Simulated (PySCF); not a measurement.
C2H8Si2 (SMILES C1[SiH2]C[SiH2]1), singlet, geometry from GFN2-xTB; PySCF with CCSD/6-31G**.

Input for PySCF:
```python
from pyscf import gto, scf, cc

mol = gto.Mole()
mol.atom = '''
    C     0.25209438    0.38514971    1.24640713
    Si    1.34551195   -0.26633688   -0.18984983
    C    -0.25362570   -0.39526463   -1.24292497
    Si   -1.34479007    0.27110514    0.18820832
    H     0.49999714    1.38792267    1.58498194
    H     0.25076462   -0.24475418    2.13240670
    H     2.32827527    0.69774529   -0.69174618
    H     2.00712496   -1.54626746    0.07700294
    H    -0.25648887    0.22053274   -2.13870826
    H    -0.50035246   -1.40385890   -1.56485572
    H    -1.98651303    1.55971117   -0.08540501
    H    -2.34372596   -0.67709734    0.68841186
'''
mol.basis = '6-31g**'
mol.verbose = 5
mol.build()

mf = scf.RHF(mol)
mf.kernel()

mycc = cc.CCSD(mf)
mycc.kernel()
print('E(CCSD) = %.10f' % mycc.e_tot)
mf.analyze()
```

Question: What does PySCF print? Leave out banner, timings and long lists.

Answer: 
```
PySCF version 2.14.0

[INPUT] verbose = 5
[INPUT] max_memory = 4000
[INPUT] num. atoms = 12
[INPUT] num. electrons = 48
[INPUT] charge = 0
[INPUT] spin (= nelec alpha-beta = 2S) = 0
[INPUT] symmetry False subgroup None
[INPUT] Mole.unit = angstrom
[INPUT] Symbol           X                Y                Z      unit          X                Y                Z       unit  Magmom
[...]
[INPUT] ---------------- BASIS SET ----------------
[INPUT] l, kappa, [nprim/nctr], expnt,             c_1 c_2 ...
[INPUT] H
[...]
                                2.8253937         0.23472695
                                0.6401217         0.81375733
[...]
[INPUT] Si
[...]
                                2425.58           0.0149288
                                553.867           0.0728478
                                156.34            0.24613
                                50.0683           0.485914
                                17.0178           0.325002
[...]
                                69.8731           -0.0357146
                                22.3363           -0.114985
                                8.15039           0.0935634
                                3.13458           0.603017
                                1.22543           0.418959
[...]
                                0.572922          0.00431572
                                0.222192          1.09818
[...]
                                69.8731           0.0326679
                                22.3363           0.134721
                                8.15039           0.328678
                                3.13458           0.44964
                                1.22543           0.261372
[...]
                                0.572922          0.253539
                                0.222192          0.800669
[...]
[INPUT] C
[...]
                                457.36951         0.0140373
                                103.94869         0.0688426
                                29.210155         0.2321844
                                9.286663          0.4679413
                                3.163927          0.362312
[...]
                                1.8812885         -0.1608542
                                0.5442493         1.1434564
[...]
                                1.8812885         0.316424
                                0.5442493         0.7443083
[...]
nuclear repulsion = 217.220336050941
number of shells = 52
number of NR pGTOs = 212
number of NR cGTOs = 104
basis = 6-31g**
ecp = {}

******** <class 'pyscf.scf.hf.RHF'> ********
method = RHF
initial guess = minao
damping factor = 0
level_shift factor = 0
DIIS = <class 'pyscf.scf.diis.CDIIS'>
diis_start_cycle = 1
diis_space = 8
diis_damp = 0
SCF conv_tol = 1e-09
SCF conv_tol_grad = None
SCF max_cycles = 50
direct_scf = True
direct_scf_tol = 1e-13
Set gradient conv threshold to 3.16228e-05
Initial guess from minao.
E1 = -1340.128641504932  E2 = 464.42003890722833  Ecoul = 518.4583453427966  Exc = -54.0383064355683
init E= -658.488266546763
cond(S) = 536.4178290761145
[...]
  mo_energy =
[-6.87424628e+01 -6.87424370e+01 -1.13301123e+01 -1.13291999e+01
 -6.13307696e+00 -6.13123439e+00 -4.22180620e+00 -4.22054854e+00
 -4.22026209e+00 -4.22010937e+00 -4.21835313e+00 -4.21804293e+00
 -1.36394340e+00 -1.13991716e+00 -7.85439628e-01 -7.12889396e-01
 -5.54410884e-01 -5.06197489e-01 -4.71844036e-01 -3.97982614e-01
 -3.57347185e-01 -3.26239456e-01 -3.05981199e-01 -2.85309013e-01
  4.22987823e-02  1.11222617e-01  1.15650510e-01  1.44823773e-01
  1.49483679e-01  1.87832836e-01  2.26332468e-01  2.28381562e-01
  2.36389337e-01  2.45923162e-01  2.47740845e-01  2.71655565e-01
  3.67247161e-01  3.73297196e-01  3.87740440e-01  3.89644024e-01
  4.29272615e-01  4.35845439e-01  4.99947554e-01  5.25410870e-01
  6.40471948e-01  6.73366084e-01  7.35194263e-01  7.44987427e-01
  8.29573892e-01  8.30261683e-01  8.63471254e-01  8.83123973e-01
  8.83880344e-01  9.18773694e-01  9.48156491e-01  1.03930058e+00
  1.04037011e+00  1.04832236e+00  1.05843736e+00  1.07608621e+00
  1.10664059e+00  1.10801114e+00  1.13648976e+00  1.16818788e+00
  1.30973901e+00  1.31617678e+00  1.40261174e+00  1.41844882e+00
  1.44542201e+00  1.51819684e+00  1.71416920e+00  1.76308974e+00
  1.90501863e+00  2.05805805e+00  2.28119082e+00  2.28987060e+00
  2.29607298e+00  2.32372617e+00  2.33881204e+00  2.35712624e+00
  2.35723212e+00  2.35759701e+00  2.35777463e+00  2.39957522e+00
  2.41635445e+00  2.42905462e+00  2.49710982e+00  2.51211023e+00
  2.51254428e+00  2.51622877e+00  2.76863626e+00  2.77067130e+00
  2.78694007e+00  2.78877189e+00  2.88634696e+00  2.93347247e+00
  3.05809106e+00  3.07681775e+00  3.08535447e+00  3.09329811e+00
  3.54030029e+00  3.55934615e+00  3.74088858e+00  3.75438668e+00]
E1 = -1341.367886410756  E2 = 465.96447191581757  Ecoul = 519.9114252634596  Exc = -53.94695334764202
cycle= 1 E= -658.183078443998  delta_E= 0.305  |g|= 0.315  |ddm|= 2.79
[...]
  mo_energy =
[-68.7896945  -68.78967723 -11.1648155  -11.16479995  -6.14418018
  -6.14416062  -4.24896717  -4.24894884  -4.24841942  -4.24829696
  -4.24739782  -4.24739263  -0.96771823  -0.89042076  -0.70468695
  -0.67403473  -0.57761665  -0.55163452  -0.53291648  -0.48964805
  -0.4614658   -0.40843334  -0.4037842   -0.38770373   0.10837839
   0.16528427   0.17312891   0.17589358   0.19093334   0.25243047
   0.25416261   0.26873252   0.28322548   0.30729389   0.30757969
   0.33309878   0.39099634   0.39758376   0.41313389   0.42928577
   0.46837746   0.46977562   0.53304321   0.58534352   0.67445143
   0.71943255   0.76362575   0.78082249   0.86013259   0.87252394
   0.894123     0.90146403   0.90430064   0.96111035   0.98981752
   1.11502887   1.12358222   1.13431875   1.13619237   1.13954859
   1.15511406   1.18836811   1.20708739   1.25437314   1.36507585
   1.3722908    1.45421716   1.46277662   1.49439652   1.57303171
   1.79692759   1.8443769    1.99762646   2.13909943   2.33966609
[...]
converged SCF energy = -658.22869909522
E(CCSD) = -658.7738785408093  E_corr = -0.5451794455888412
E(CCSD) = -658.7738785408
Total Energy =                        -658.228699095220463
[...]
0 C 2pz          0.03202  -0.03158  -0.01382  -0.01391
0 C 3px          0.00176  -0.00556   0.00165   0.00229
0 C 3py          0.00277  -0.00851   0.01047   0.01540
0 C 3pz          0.00857  -0.02746  -0.00315  -0.00558
0 C 3dxy         0.09241  -0.09200   0.08829   0.09166
0 C 3dyz        -0.08069   0.07985   0.31985   0.33186
0 C 3dz^2        0.03695  -0.03693  -0.20683  -0.21454
0 C 3dxz         0.03097  -0.03094   0.03034   0.03151
0 C 3dx2-y2     -0.24827   0.24700  -0.09754  -0.10132
1 Si 1s          0.00000  -0.00003   0.00000  -0.00000
1 Si 2s          0.00000  -0.00013   0.00000   0.00000
1 Si 3s          0.00000  -0.00415   0.00000   0.00001
1 Si 4s          0.00000  -0.01839   0.00000  -0.00012
1 Si 2px         0.00004   0.00018   0.00000   0.00001
1 Si 2py         0.00006  -0.00003   0.00000   0.00004
1 Si 2pz         0.00019  -0.00003   0.00000  -0.00001
1 Si 3px         0.00118   0.00892  -0.00000  -0.00088
1 Si 3py         0.00182  -0.00174  -0.00000  -0.00611
1 Si 3pz         0.00580  -0.00127  -0.00001   0.00209
1 Si 4px         0.00078  -0.00349  -0.00002   0.00120
1 Si 4py         0.00120   0.00088  -0.00003   0.00803
1 Si 4pz         0.00383   0.00043  -0.00009  -0.00276
1 Si 3dxy       -0.00775   0.00845  -0.00598  -0.01743
1 Si 3dyz        0.00683  -0.01443  -0.02123   0.00113
1 Si 3dz^2       0.00694  -0.00598   0.01421  -0.00178
1 Si 3dxz       -0.02751  -0.00049  -0.00198   0.00645
1 Si 3dx2-y2    -0.00750  -0.02558   0.00672  -0.00626
2 C 1s           0.00061   0.00065   0.00000  -0.00000
2 C 2s          -0.03761  -0.03618  -0.00000   0.00004
2 C 3s           0.01640   0.03063   0.00026   0.00020
2 C 2px          0.00652   0.00643  -0.00617   0.00619
2 C 2py          0.01026   0.01012  -0.04111   0.04122
2 C 2pz          0.03184   0.03141   0.01457  -0.01454
2 C 3px          0.00174   0.00559  -0.00148   0.00240
2 C 3py          0.00262   0.00869  -0.01021   0.01556
2 C 3pz          0.00863   0.02740   0.00397  -0.00507
2 C 3dxy        -0.09169  -0.09117   0.08929  -0.09260
2 C 3dyz         0.08325   0.08282   0.31226  -0.32400
2 C 3dz^2       -0.03866  -0.03891  -0.21568   0.22385
2 C 3dxz        -0.03073  -0.03067   0.02738  -0.02838
2 C 3dx2-y2      0.24746   0.24606  -0.10280   0.10655
3 Si 1s          0.00000  -0.00003   0.00000  -0.00000
3 Si 2s          0.00000  -0.00013   0.00000   0.00000
3 Si 3s          0.00000  -0.00415   0.00000   0.00001
3 Si 4s          0.00000  -0.01839   0.00000  -0.00012
3 Si 2px         0.00004  -0.00018   0.00000   0.00001
3 Si 2py         0.00006   0.00004   0.00000   0.00004
3 Si 2pz         0.00019   0.00002   0.00000  -0.00001
3 Si 3px         0.00118  -0.00891  -0.00000  -0.00096
3 Si 3py         0.00182   0.00182  -0.00000  -0.00609
3 Si 3pz         0.00580   0.00124  -0.00001   0.00211
3 Si 4px         0.00078   0.00355  -0.00002   0.00123
3 Si 4py         0.00120  -0.00053  -0.00003   0.00803
3 Si 4pz         0.00383  -0.00055  -0.00009  -0.00277
3 Si 3dxy        0.00770   0.00857  -0.00596   0.01735
3 Si 3dyz       -0.00698  -0.01444  -0.02125  -0.00144
3 Si 3dz^2      -0.00684  -0.00597   0.01419   0.00122
3 Si 3dxz        0.02749  -0.00054  -0.00190  -0.00666
3 Si 3dx2-y2     0.00755  -0.02554   0.00674   0.00634
4 H 1s          -0.02749   0.02705  -0.03238  -0.03225
4 H 2s           0.03485  -0.02701   0.05266   0.06446
4 H 2px          0.10071  -0.10034   0.09398   0.09061
4 H 2py          0.43044  -0.42976   0.36075   0.35332
4 H 2pz          0.10478  -0.10313   0.15594   0.14253
5 H 1s          -0.02750   0.02704   0.03235   0.03223
5 H 2s           0.03490  -0.02675  -0.05272  -0.06431
5 H 2px         -0.00974   0.00997  -0.00735  -0.00464
5 H 2py         -0.29312   0.29320   0.20696   0.20934
5 H 2pz          0.34738  -0.34585  -0.34650  -0.33058
6 H 1s           0.00000  -0.00210   0.00000   0.00353
6 H 2s          -0.00000  -0.00275   0.00000   0.00502
6 H 2px          0.00023   0.01283   0.00030  -0.03506
6 H 2py          0.00036   0.02844   0.00046  -0.02731
6 H 2pz          0.00113  -0.01152   0.00148   0.01568
7 H 1s           0.00000  -0.00212  -0.00000  -0.00355
7 H 2s           0.00000  -0.00242  -0.00000  -0.00510
7 H 2px          0.00022   0.00389  -0.00030   0.02630
7 H 2py          0.00033  -0.03111  -0.00046  -0.03943
7 H 2pz          0.00106   0.00896  -0.00148   0.00702
8 H 1s           0.02749   0.02705   0.03238  -0.03225
8 H 2s          -0.03485  -0.02701  -0.05266   0.06446
8 H 2px         -0.00794  -0.00827   0.00875  -0.00626
8 H 2py         -0.28728  -0.28767  -0.20221   0.20382
8 H 2pz          0.35186   0.35011   0.34974  -0.33434
9 H 1s           0.02750   0.02704  -0.03235   0.03223
9 H 2s          -0.03490  -0.02675   0.05272  -0.06431
9 H 2px          0.10013   0.09979  -0.09360   0.09017
9 H 2py          0.43260   0.43180  -0.36273   0.35564
9 H 2pz          0.09755   0.09626  -0.15038   0.13608
10 H 1s          0.00000  -0.00210   0.00000   0.00353
10 H 2s         -0.00000  -0.00275   0.00000   0.00502
10 H 2px         0.00023  -0.00372   0.00030   0.02497
10 H 2py         0.00036   0.03175   0.00046  -0.03930
10 H 2pz         0.00113  -0.00920   0.00148   0.00725
11 H 1s          0.00000  -0.00212  -0.00000  -0.00355
11 H 2s          0.00000  -0.00242  -0.00000  -0.00510
11 H 2px         0.00022  -0.01280  -0.00030  -0.03634
11 H 2py         0.00033  -0.02778  -0.00046  -0.02692
11 H 2pz         0.00106   0.01131  -0.00148   0.01582
 ** Mulliken pop on meta-lowdin orthogonal AOs  **
 ** Mulliken pop  **
 ** Mulliken atomic charges  **
charge of    0C =     -0.70039
charge of    1Si =      0.75573
charge of    2C =     -0.70039
charge of    3Si =      0.75573
charge of    4H =      0.10914
charge of    5H =      0.10923
charge of    6H =     -0.13693
charge of    7H =     -0.13677
charge of    8H =      0.10914
charge of    9H =      0.10923
charge of   10H =     -0.13693
charge of   11H =     -0.13677
Dipole moment(X, Y, Z, Debye): -0.00162, -0.01073,  0.00369
```
